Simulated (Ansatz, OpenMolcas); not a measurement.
**How basis sets differ on GeSiH3ClO (SMILES [SiH3][O][Ge][Cl])**

GeSiH3ClO: 7 atoms, total charge 0, spin state singlet. As SMILES, `[SiH3][O][Ge][Cl]`. Geometry: relaxed at PBE0-D4/def2-TZVP. This is one conformer, not always the lowest.

| atom | x (Å) | y (Å) | z (Å) |
| --- | --- | --- | --- |
| Si | 0.1844 | 0.6642 | -0.6142 |
| O | 0.4345 | -0.9595 | -0.4138 |
| Ge | 0.0766 | -2.2159 | 0.7769 |
| Cl | -0.9918 | -0.9951 | 2.2776 |
| H | 0.7959 | 1.0454 | -1.9113 |
| H | -1.2689 | 0.9651 | -0.6433 |
| H | 0.8307 | 1.4278 | 0.4824 |

Quantity: the HOMO–LUMO gap, in eV. The values are calculated.

| level | kind | program | value (eV) | CPU time |
| --- | --- | --- | --- | --- |
| HF/ANO-R0 (sfX2C) | Hartree–Fock | OpenMolcas | 10.55 | 3.4 s |
| HF/ANO-RCC-MB (DKH2) | Hartree–Fock | OpenMolcas | 11.01 | 8.6 s |
| HF/STO-3G | Hartree–Fock | OpenMolcas | 11.89 | 3.6 s |
| HF/3-21G | Hartree–Fock | Ansatz | 10.84 | 1.2 s |
| HF/cc-pVDZ | Hartree–Fock | OpenMolcas | 11.11 | 16 s |

All-electron rows without a relativistic Hamiltonian named are non-relativistic. The values span 10.55 to 11.89 eV. A Hartree–Fock LUMO above zero doesn't converge with the basis: it sinks as sets grow more diffuse. Orbital gaps aren't excitation energies. Times are those of the runs behind each value, whatever else they computed, on shared processors of several kinds: orders of magnitude only.
